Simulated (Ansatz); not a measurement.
Stepwise reaction of `[CH3][Ge]([CH3])([F])[F]` with ammonia, as a gas-phase model of exchange steps in deposition or etching. ΔE in kJ/mol; ΔG adds harmonic PBE0-D4 terms to CCSD(T)/CBS, at 1 bar.

Isolated molecules relaxed with PBE0-D4/def2-TZVP in Ansatz; ΔE leaves out vibrations. CBS: MP2 limit from def2 TZ/QZ plus the TZ coupled-cluster correction, frozen cores. This one scheme is used for every species. Functionals use def2-TZVPP. B3LYP here is the variant with VWN-RPA as its local correlation; programs differ in this. For Ge outer-core shells are correlated without core-valence functions, which leaves a few kJ/mol of doubt a bond. Scalar relativity is left out up to krypton. One conformer a species, not always the lowest.

| step | reaction | PBE-D4 | B3LYP-D4 | ωB97M-V | CCSD(T)/CBS | ΔG(600 K) |
| --- | --- | --- | --- | --- | --- | --- |
| 2 | `[CH3][Ge]([NH2])([F])[F]` + NH₃ → `[NH2][Ge]([NH2])([F])[F]` + CH₄ | -23.1 | -28.4 | -27.3 | -25.9 | -11.9 |

**Question.** Give the row of step 1, `[CH3][Ge]([CH3])([F])[F]` + NH₃ → `[CH3][Ge]([NH2])([F])[F]` + CH₄. (Best estimate.)

**Answer.** Ansatz gave: 
```tsv
step	reaction	PBE-D4	B3LYP-D4	ωB97M-V	CCSD(T)/CBS	ΔG(600 K)
1	`[CH3][Ge]([CH3])([F])[F]` + NH₃ → `[CH3][Ge]([NH2])([F])[F]` + CH₄	-23.9	-28.8	-27.5	-25.9	-24.3
```

**Question.** By hand: ΔE of the 2 steps together at CCSD(T)/CBS.

**Answer.** (-25.9) + (-25.9) = -51.8 kJ/mol, or -25.9 kJ/mol a step.

In ΔE the steps differ by no more than 0.0 kJ/mol. All are downhill at CCSD(T)/CBS. ΔG lies between -24.3 and -11.9 kJ/mol a step. PBE-D4 differs from CCSD(T)/CBS by 2.0 to 2.8 kJ/mol a step. Isolated molecules leave out the surface, adducts and barriers. Largest T1 diagnostic: 0.011.
